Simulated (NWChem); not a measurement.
# C$_{2}$H$_{8}$Si; SMILES C[SiH2]C

```xyz
11

Si     0.0000     0.0000    -0.5402
C     -1.5619     0.0000     0.5274
C      1.5619     0.0000     0.5274
H      0.0000     1.2162    -1.4340
H      0.0000    -1.2162    -1.4340
H     -1.5949    -0.8970     1.1790
H     -2.4758     0.0000    -0.1003
H     -1.5949     0.8970     1.1790
H      2.4758     0.0000    -0.1003
H      1.5949    -0.8970     1.1790
H      1.5949     0.8970     1.1790
```
Atoms are numbered in this order, from 1.

Level: PBE-D3(BJ)/def2-SVP (NWChem), optimised geometry, unscaled harmonic frequencies. 

### Question
List the harmonic frequencies with IR intensities, and the thermochemistry.

### Answer
```csv
frequency (cm⁻¹),IR intensity (km/mol)
158,0.0
174,0.0
200,0.4
447,7.4
561,0.0
617,8.2
639,4.0
708,14.4
829,38.7
848,72.7
862,0.0
888,215.0
922,85.4
1214,24.0
1220,9.3
1380,0.0
1382,1.8
1390,2.2
1393,8.7
2142,109.8
2142,146.8
2976,3.1
2976,4.4
3074,0.0
3075,9.4
3079,5.1
3080,2.6
```

```yaml
zero_point_energy: 54.8 kcal/mol
thermal correction to the enthalpy at 298.15 K (with zero-point energy): 59.1 kcal/mol
heat capacity Cv: 20.4 cal/(mol K)
entropy at 298.15 K and 1 atm (symmetry number 2): 71.3 cal/(mol K)
dipole_moment: 0.82 D
```

Rigid rotor and harmonic oscillator.
